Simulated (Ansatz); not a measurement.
`OB(O)[SiH3]` + `OB(O)O` → `OB(O)OB(O)O` + SiH₄  (cleavage of the B–Si bond)

Computed with Ansatz on PBE0-D4/def2-TZVP structures; ΔE is electronic, products minus reactants. CBS: MP2 limit from def2 TZ/QZ plus the TZ coupled-cluster correction, frozen cores. This one scheme is used for every species. Functionals use def2-TZVPP. B3LYP here is the variant with VWN-RPA as its local correlation; programs differ in this. Each species was taken in one conformer, which may not be the lowest.

`OB(O)[SiH3]`:

Z-matrix (Å, degrees):
```
Si
B 1 2.033
H 1 1.490 2 110.5
H 1 1.490 2 110.3 3 118.7
H 1 1.487 2 111.8 3 -120.8
O 2 1.364 1 117.3 3 -56.7
O 2 1.363 1 118.6 3 123.5
H 6 0.963 2 116.0 1 -179.8
H 7 0.963 2 115.8 1 179.8
```

`OB(O)O`:

Cartesian coordinates in Å:
```
O -0.571 -1.240 0.052
B 0.000 0.000 0.000
O 1.073 0.291 0.793
O -0.502 0.949 -0.845
H -0.131 -1.816 0.681
H 1.384 1.191 0.667
H -1.253 0.625 -1.348
```

`OB(O)OB(O)O`:

Cartesian coordinates in Å:
```
O 1.519 0.931 0.997
B 1.134 0.768 -0.289
O 1.892 1.336 -1.265
O 0.003 0.049 -0.673
B -0.897 -0.600 0.121
O -0.739 -0.593 1.483
O -1.960 -1.261 -0.415
H 0.918 0.491 1.610
H 1.537 1.164 -2.139
H -1.428 -1.079 1.942
H -1.980 -1.206 -1.373
```

SiH₄:

Z-matrix (Å, degrees):
```
Si
H 1 1.485
H 1 1.485 2 109.5
H 1 1.485 2 109.5 3 -120.0
H 1 1.485 2 109.5 3 120.0
```

```json
{"level": "PBE-D4", "ΔE (kJ/mol)": "-131.6", "difference from CCSD(T)/CBS": "16.8"}
{"level": "r2SCAN-D4", "ΔE (kJ/mol)": "-149.7", "difference from CCSD(T)/CBS": "-1.3"}
{"level": "PBE0-D4", "ΔE (kJ/mol)": "-141.1", "difference from CCSD(T)/CBS": "7.3"}
{"level": "B3LYP-D4", "ΔE (kJ/mol)": "-149.6", "difference from CCSD(T)/CBS": "-1.2"}
{"level": "ωB97X-V", "ΔE (kJ/mol)": "-147.4", "difference from CCSD(T)/CBS": "1.0"}
{"level": "ωB97M-V", "ΔE (kJ/mol)": "-152.0", "difference from CCSD(T)/CBS": "-3.6"}
{"level": "B2PLYP", "ΔE (kJ/mol)": "-150.3", "difference from CCSD(T)/CBS": "-1.9"}
{"level": "PBE", "ΔE (kJ/mol)": "-129.6", "difference from CCSD(T)/CBS": "18.8"}
{"level": "r2SCAN", "ΔE (kJ/mol)": "-148.9", "difference from CCSD(T)/CBS": "-0.5"}
{"level": "PBE0", "ΔE (kJ/mol)": "-139.3", "difference from CCSD(T)/CBS": "9.1"}
{"level": "B3LYP", "ΔE (kJ/mol)": "-146.7", "difference from CCSD(T)/CBS": "1.7"}
{"level": "HF/def2-TZVPP", "ΔE (kJ/mol)": "-169.6", "difference from CCSD(T)/CBS": "-21.2"}
{"level": "MP2/def2-TZVPP", "ΔE (kJ/mol)": "-152.8", "difference from CCSD(T)/CBS": "-4.4"}
{"level": "SCS-MP2/def2-TZVPP", "ΔE (kJ/mol)": "-153.8", "difference from CCSD(T)/CBS": "-5.4"}
{"level": "CCSD/def2-TZVPP", "ΔE (kJ/mol)": "-152.8", "difference from CCSD(T)/CBS": "-4.4"}
{"level": "CCSD(T)/def2-TZVPP", "ΔE (kJ/mol)": "-150.5", "difference from CCSD(T)/CBS": "-2.1"}
{"level": "HF/def2-QZVPP", "ΔE (kJ/mol)": "-170.2", "difference from CCSD(T)/CBS": "-21.8"}
{"level": "MP2/def2-QZVPP", "ΔE (kJ/mol)": "-151.8", "difference from CCSD(T)/CBS": "-3.4"}
{"level": "SCS-MP2/def2-QZVPP", "ΔE (kJ/mol)": "-152.9", "difference from CCSD(T)/CBS": "-4.5"}
{"level": "HF/CBS(def2)", "ΔE (kJ/mol)": "-170.3", "difference from CCSD(T)/CBS": "-21.9"}
{"level": "MP2/CBS(def2)", "ΔE (kJ/mol)": "-150.7", "difference from CCSD(T)/CBS": "-2.3"}
{"level": "CCSD/CBS(def2)", "ΔE (kJ/mol)": "-150.7", "difference from CCSD(T)/CBS": "-2.3"}
{"level": "CCSD(T)/CBS", "ΔE (kJ/mol)": "-148.4", "difference from CCSD(T)/CBS": "0"}
```

Largest T1 diagnostic among the species: 0.014.

From PBE to PBE0 (25 % exact exchange), in def2-TZVPP and without D4, ΔE moves by −9.7 kJ/mol. In def2-TZVPP, CCSD(T) changes the Hartree–Fock value by +19.1 kJ/mol (the triples alone add +2.3 kJ/mol) and MP2 by +16.8 kJ/mol.
